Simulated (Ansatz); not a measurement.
Cost and result up the ladder for Li6H5 (the lowest doublet isomer of a short search) (11 atoms). The state is a doublet with charge 0. Geometry: r2SCAN-D4/def2-TZVP.

```tsv
atom	x (Å)	y (Å)	z (Å)
Li1	-1.0613	-0.9602	-1.4640
Li2	1.3197	-1.2829	-0.8984
Li3	-1.4013	1.6596	1.0291
Li4	0.4054	1.1234	-1.0644
Li5	1.1655	1.3144	1.6356
Li6	-0.3328	-0.7066	0.9993
H7	-0.4315	0.6888	2.2071
H8	0.4768	-0.3250	-2.1865
H9	-1.2958	0.4460	-0.3112
H10	1.3673	0.0858	0.3207
H11	-0.2120	-2.0432	-0.2674
```

Ansatz on 4 threads of Arm Neoverse V2 on a shared host. Times are rough, and most runs start from the orbitals of an earlier one. CAM-B3LYP-D4/def2-TZVP serves as the yardstick here, not as an exact answer. Differences are given only for rows in sets of like size (and for xTB, whose basis is part of the method), since another set adds its own error. Binding counts from free atoms at the same level (Li doublet, H doublet; other spins of the atoms weren't run), without zero-point energy or a counterpoise term.

B3LYP takes the VWN-RPA correlation. Correlated methods freeze no core orbitals; core or outer-core shells of Li are correlated, in sets that lack core-valence functions. The structure comes from a short search, and lower isomers may exist.

Correlated methods converge slowly with the basis.

```json
{"level": "HF/6-31G", "functions": "64", "wall time": "0.25 s"}
{"level": "HF/def2-TZVP", "functions": "114", "wall time": "0.4 s"}
{"level": "MP2/def2-TZVP", "functions": "114", "wall time": "0.45 s"}
{"level": "PBE-D4/def2-SVP", "functions": "79", "wall time": "1.1 s"}
{"level": "B3LYP-D4/def2-TZVP", "functions": "114", "wall time": "1.4 s"}
{"level": "CAM-B3LYP-D4/def2-TZVP", "functions": "114", "wall time": "1.5 s"}
{"level": "PBE0-D4/def2-SVP", "functions": "79", "wall time": "1.6 s"}
{"level": "B3LYP-D4/6-31G", "functions": "64", "wall time": "1.6 s"}
{"level": "PBE0-D4/def2-TZVP (with forces)", "functions": "114", "wall time": "2.1 s"}
{"level": "r2SCAN-D4/def2-TZVP", "functions": "114", "wall time": "2.4 s"}
{"level": "r2SCAN0-D4/def2-TZVP", "functions": "114", "wall time": "2.6 s"}
{"level": "r2SCAN-D4/def2-TZVPD", "functions": "147", "wall time": "3.6 s"}
{"level": "CCSD(T)/def2-TZVPD", "functions": "147", "wall time": "41 s"}
{"level": "CCSD(T)/def2-TZVPP", "functions": "184", "wall time": "5.2 min"}
```

Estimate what each level gives for the binding energy per atom (eV).


```json
{"level": "HF/6-31G", "binding energy per atom (eV)": "1.37", "difference from CAM-B3LYP-D4/def2-TZVP (eV)": "–"}
{"level": "HF/def2-TZVP", "binding energy per atom (eV)": "1.40", "difference from CAM-B3LYP-D4/def2-TZVP (eV)": "-0.58"}
{"level": "MP2/def2-TZVP", "binding energy per atom (eV)": "1.71", "difference from CAM-B3LYP-D4/def2-TZVP (eV)": "-0.27"}
{"level": "PBE-D4/def2-SVP", "binding energy per atom (eV)": "1.93", "difference from CAM-B3LYP-D4/def2-TZVP (eV)": "–"}
{"level": "B3LYP-D4/def2-TZVP", "binding energy per atom (eV)": "1.96", "difference from CAM-B3LYP-D4/def2-TZVP (eV)": "-0.02"}
{"level": "CAM-B3LYP-D4/def2-TZVP", "binding energy per atom (eV)": "1.98", "difference from CAM-B3LYP-D4/def2-TZVP (eV)": "0.00"}
{"level": "PBE0-D4/def2-SVP", "binding energy per atom (eV)": "1.91", "difference from CAM-B3LYP-D4/def2-TZVP (eV)": "–"}
{"level": "B3LYP-D4/6-31G", "binding energy per atom (eV)": "1.93", "difference from CAM-B3LYP-D4/def2-TZVP (eV)": "–"}
{"level": "PBE0-D4/def2-TZVP (with forces)", "binding energy per atom (eV)": "1.88", "difference from CAM-B3LYP-D4/def2-TZVP (eV)": "-0.10"}
{"level": "r2SCAN-D4/def2-TZVP", "binding energy per atom (eV)": "1.91", "difference from CAM-B3LYP-D4/def2-TZVP (eV)": "-0.06"}
{"level": "r2SCAN0-D4/def2-TZVP", "binding energy per atom (eV)": "1.92", "difference from CAM-B3LYP-D4/def2-TZVP (eV)": "-0.06"}
{"level": "r2SCAN-D4/def2-TZVPD", "binding energy per atom (eV)": "1.93", "difference from CAM-B3LYP-D4/def2-TZVP (eV)": "-0.05"}
{"level": "CCSD(T)/def2-TZVPD", "binding energy per atom (eV)": "1.86", "difference from CAM-B3LYP-D4/def2-TZVP (eV)": "-0.12"}
{"level": "CCSD(T)/def2-TZVPP", "binding energy per atom (eV)": "1.92", "difference from CAM-B3LYP-D4/def2-TZVP (eV)": "-0.06"}
```
